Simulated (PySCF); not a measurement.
**Electron correlation in Mg⁺ (magnesium, charge +1)**

[Ne] 3s1, 2S determinant. Computed with PySCF 2.14 in x2c-TZVPPall with one added diffuse shell each of s, p, d type (6s5p4d, 41 functions), with the spin-free X2C one-electron Hamiltonian (Gaussian nucleus). Frozen: 1s2; 9 electrons correlated.

```csv
level,correlation energy (mhartree)
CCSD,-167.35
(T),-1.17
CCSD(T),-168.52
```

Diagnostics: T1 = 0.0041, D1 = 0.0088, largest double amplitude 0.019.

Is a single reference adequate?

Yes: T1 lies below 0.03 and no double amplitude reaches 0.07.

This basis was not built for core-valence correlation, so the inner-shell part is incomplete.
